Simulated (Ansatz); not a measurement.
Complex (SMILES): Cl (HCl) with N#C (CH-N), atoms 1 to 2 the first; geometry from B3LYP-D3(BJ)/def2-TZVP, monomers rigid:
```xyz
5

Cl     0.5827     0.3550    -0.5709
H     -0.2332    -0.1068     0.3213
C     -2.2420    -1.2590     2.4984
N     -1.5177    -0.8394     1.7187
H     -2.9178    -1.6506     3.2258
```

Interaction energy at PBE with Ansatz (an electronic-structure program), kcal/mol, without and with the counterpoise correction (monomers among the partner's ghost functions). Cartesian d functions, on some or all atoms, in 6-31+G*, 6-311+G**; all else is spherical. No added dispersion term, no relativity. Reference, counterpoise-corrected: the value in aug-pcseg-3, -4.72.

```csv
basis,functions,uncorrected
6-31+G*,65,-5.27
6-311+G**,87,-5.39
aug-cc-pV(D+d)Z,96,-5.18
pcseg-2,122,-4.98
cc-pV(T+d)Z,127,-5.07
def2-TZVPD,138,-4.91
def2-TZVPPD,159,-4.88
aug-pcseg-2,188,-4.87
def2-QZVPP,244,-4.77
def2-QZVP,244,-4.77
pcseg-3,250,-4.74
pcseg-4,429,-4.72
```

**Question.** How large is the counterpoise correction in each set?

**Answer.** 6-31+G* 0.42, 6-311+G** 0.39, aug-cc-pV(D+d)Z 0.43, pcseg-2 0.21, cc-pV(T+d)Z 0.40, def2-TZVPD 0.15, def2-TZVPPD 0.14, aug-pcseg-2 0.14, def2-QZVPP 0.08, def2-QZVP 0.08, pcseg-3 0.03, pcseg-4 0.01 kcal/mol. The corrected value lies nearer the reference in 12 of 12 rows.
